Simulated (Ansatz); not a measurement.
One change: `O[BH][AlH][F]` becomes `[CH3][AlH][BH]O`.

Ansatz, PBE0-D4/def2-TZVP geometries, multiplicity 1. Each molecule was computed in one conformer, which needn't be the lowest.

| property | `O[BH][AlH][F]` |
| --- | --- |
| HOMO energy (PBE0/def2-TZVPP) / eV | -7.28 |
| HOMO energy (ωB97M-V/def2-TZVPP) / eV | -9.40 |
| HOMO energy (PBE/def2-TZVPP) / eV | -6.05 |
| HOMO–LUMO gap (ωB97M-V/def2-TZVPP) / eV | 9.63 |
| LUMO energy (PBE/def2-TZVPP) / eV | -2.43 |
| HOMO–LUMO gap (B3LYP/def2-TZVPP) / eV | 5.35 |

Problem. What does the change do to each property? (Estimate.)

Solution. Computed: 
```csv
property,`[CH3][AlH][BH]O`,shift
HOMO energy (PBE0/def2-TZVPP) / eV,-6.79,0.49
HOMO energy (ωB97M-V/def2-TZVPP) / eV,-8.92,0.48
HOMO energy (PBE/def2-TZVPP) / eV,-5.60,0.45
HOMO–LUMO gap (ωB97M-V/def2-TZVPP) / eV,8.60,-1.03
LUMO energy (PBE/def2-TZVPP) / eV,-2.90,-0.47
HOMO–LUMO gap (B3LYP/def2-TZVPP) / eV,4.35,-1.00
```

With PBE0 the HOMO rises by 0.49 eV and the LUMO falls by 0.53 eV, so the gap narrows by about 1.02 eV. PBE moves the HOMO by 0.45 eV and ωB97M-V by 0.48 eV. The zero-point energy changes by 86.0 kJ/mol with +9 modes.

B3LYP here is the variant with VWN-RPA as its local correlation; programs differ in this.
